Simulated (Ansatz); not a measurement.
C2H7AlBClO at its PBE0-D4/def2-TZVP geometry, where that method's forces vanish. The species carries charge 0 and has multiplicity 1. The bonds changed during the relaxation, so this is another structure than the one it started from.

```xyz
13

C    -1.0827    1.0081   -1.3654
Al   -1.1383   -0.6524   -0.3526
C     0.3998   -1.1014    0.8289
Cl   -0.7141   -0.2035    2.0205
B     1.7307   -0.3835    0.5677
O     2.0140    0.8814    0.9519
H    -0.2898    1.6782   -1.0236
H    -2.0326    1.5470   -1.3072
H    -0.9009    0.8019   -2.4257
H    -2.2784   -1.7461   -0.4515
H     0.4220   -2.1393    1.1524
H     2.5534   -0.9587   -0.0900
H     1.3168    1.2683    1.4946
```

(1) What forces (eV/Å) does ωB97M-V/def2-TZVPP give on these atoms in the Gaussian-basis code of Ansatz? (Best estimate.)

## Answers

(1) The calculation gave: 
```
C1   0.001  0.009 -0.020
Al2 -0.116 -0.099 -0.048
C3  -0.016 -0.186 -0.076
Cl4 -0.070  0.094  0.132
B5   0.140 -0.219 -0.155
O6  -0.044  0.165  0.095
H7  -0.050 -0.036 -0.022
H8   0.071 -0.034 -0.004
H9  -0.012  0.025  0.073
H10  0.117  0.112  0.008
H11  0.014  0.099 -0.032
H12 -0.088  0.078  0.082
H13  0.051 -0.007 -0.034
```
